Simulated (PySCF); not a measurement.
Computed shifts of a molecule C2H7AlO, B3LYP/pcSseg-1 (PySCF), GIAO, gas phase, equivalent atoms averaged, in ppm (number of nuclei): ¹³C: -8.6 (1), -10.6 (1). ¹H: 2.99 (1), -0.11 (3), -0.19 (3). References: ¹³C against TMS (σ = 181.3 ppm); ¹H against TMS (σ = 31.68 ppm); ¹⁷O against H2O (σ = 333.8 ppm), references at their B3LYP-D3(BJ)/def2-TZVP geometries, non-relativistic. Geometry: TPSSh-D3(BJ)/def2-SVP. One conformer was computed; it need not be the lowest.

Problem. Identify the compound among the candidates.
(A) C[O][AlH][CH3]
(B) C[CH2][AlH][OH]
(C) [CH3][Al]([CH3])[OH]
(D) CC[O][AlH2]

Solution. C, [CH3][Al]([CH3])[OH]
